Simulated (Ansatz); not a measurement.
`B[CH2][SnH3]` + H₂ → `[CH3][SnH3]` + BH₃ at 700 K and 1 bar (hydrogenolysis of a C–B bond).

Isolated molecules relaxed with PBE0-D4/def2-TZVP in Ansatz; ΔE leaves out vibrations. CBS: MP2 limit from def2 TZ/QZ plus the TZ coupled-cluster correction, frozen cores. This one scheme is used for every species. Elements past krypton have def2 core potentials. For Sn outer-core shells are correlated without core-valence functions, which leaves a few kJ/mol of doubt a bond.

```tsv
species	CCSD(T)/CBS energy (Eh)	H − E (kJ/mol)	S (J/(mol·K))
`B[CH2][SnH3]`	-281.04910	249.4	437.1
H₂	-1.17544	46.8	155.3
`[CH3][SnH3]`	-255.66383	202.9	368.5
BH₃	-26.55200	96.5	225.0
```

H − E and S are ideal-gas, rigid-rotor, harmonic terms from PBE0-D4/def2-TZVP. The MP2-based limit puts H₂ 0.8 mEh under its directly extrapolated value; such offsets cancel only in part. 1 Eh = 2625.50 kJ/mol, R = 8.31446 J/(mol·K).

Question: By hand: ΔE, ΔH, ΔS and ΔG.

Answer: ΔE = (-255.66383) + (-26.55200) − (-281.04910) − (-1.17544) = 0.00871 Eh = 22.9 kJ/mol. Δ(H − E) = 202.9 + 96.5 − 249.4 − 46.8 = 3.2, so ΔH = 26.1 kJ/mol. ΔS = 368.5 + 225.0 − 437.1 − 155.3 = 1.1 J/(mol·K). ΔG = 26.1 − 700 × (1.1)/1000 = 25.3 kJ/mol.

Question: By hand: the equilibrium constant, and the temperature at which ΔG would vanish if ΔH and ΔS stayed fixed.

Answer: log₁₀ K = −ΔG/(RT ln 10) = -1.9. ΔG = 0 at ΔH/ΔS = 23727 K, far beyond where these terms or the molecules hold.

The number of gas molecules stays the same, so ΔS is small and ΔH decides. A doubt of 5 kJ/mol in ΔE shifts log₁₀ K by 0.4 here. Modes under 60 cm⁻¹, often nearly free rotors, make the harmonic entropy too high. These are equilibria of isolated gas molecules and say nothing of rates. Largest T1 diagnostic: 0.012 (customary marks: 0.02 for closed shells, 0.045 for open ones).
